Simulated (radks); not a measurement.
The nuclear charge of neutral gold is varied continuously with 79 electrons held in [Xe] 4f14 5d10 6s1. Calculated with a radial shooting solver on a logarithmic mesh with Libxc functionals: Dirac Kohn-Sham, BLYP, spin-unpolarised, spherical densities, finite nucleus; Fermi nuclear charge, rms radius 5.4371 fm. By the Hellmann-Feynman theorem dE/dZ = E(electron-nucleus)/Z, the electronic potential at the nucleus (averaged over a nucleus of fixed radius).

| Z | E (hartree) | E(electron-nucleus)/Z (hartree) | HOMO | e(HOMO) (eV) | <r> HOMO (bohr) |
|---|---|---|---|---|---|
| 78.8 | -18923.6612 | -604.572 | 5d5/2 | -4.192 | 1.706 |
| 79 | -19044.8226 | -607.042 | 6s1/2 | -5.787 | 2.879 |
| 79.2 | -19166.4780 | -609.513 | 6s1/2 | -7.424 | 2.793 |
| 79.4 | -19288.6278 | -611.987 | 6s1/2 | -9.145 | 2.715 |
| 79.6 | -19411.2728 | -614.463 | 6s1/2 | -10.943 | 2.646 |
| 79.8 | -19534.4134 | -616.943 | 6s1/2 | -12.815 | 2.582 |
| 80 | -19658.0503 | -619.427 | 6s1/2 | -14.757 | 2.523 |

The central difference of E at Z = 79 is -607.042 hartree, to compare with the third column; the second derivative is -12.4 hartree.
